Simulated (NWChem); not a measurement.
# CH$_{7}$BOSi; SMILES O(BC)[SiH3]

```xyz
11

B     -0.3546     1.0930    -0.0001
H     -1.5670     0.9447    -0.0090
C      0.2804     2.5229     0.0010
H     -0.0999     3.1032     0.8593
H     -0.0535     3.0766    -0.8939
H      1.3794     2.5178     0.0282
O      0.4287    -0.0146     0.0057
Si     0.0800    -1.6564     0.0004
H     -1.3971    -1.8746    -0.0087
H      0.6817    -2.2616     1.2210
H      0.6958    -2.2567    -1.2157
```
Atoms are numbered in this order, from 1.

Program: NWChem. STO-3G and 3-21G are far too small for this property and stand as cheap habits. Coordinates come from a PBE0/def2-SVP optimisation. GIAO values for the isolated, static molecule; σ is the absolute isotropic shielding, δ = σ(reference) − σ with the isolated reference molecule computed at the same levels (11B: boron trifluoride, 13C: tetramethylsilane, 1H: tetramethylsilane, 17O: water, 29Si: tetramethylsilane).

For level LDA (Slater exchange, VWN5)/pcSseg-1:

| Item | Result |
|---|---|
| δ B1 (ppm) | 46.1 |
| δ H2 (ppm) | 5.83 |
| δ C3 (ppm) | 11.7 |
| δ O7 (ppm) | 220.4 |
| δ Si8 (ppm) | -18.6 |
| δ H9 (rotor mean) (ppm) | 5.50 |

Problem. How do the values read with level Hartree-Fock/STO-3G instead?

Solution. 
* **δ B1 (ppm)**: 38.6
* **δ H2 (ppm)**: 4.17
* **δ C3 (ppm)**: 10.2
* **δ O7 (ppm)**: 12.3
* **δ Si8 (ppm)**: -34.1
* **δ H9 (rotor mean) (ppm)**: 2.45
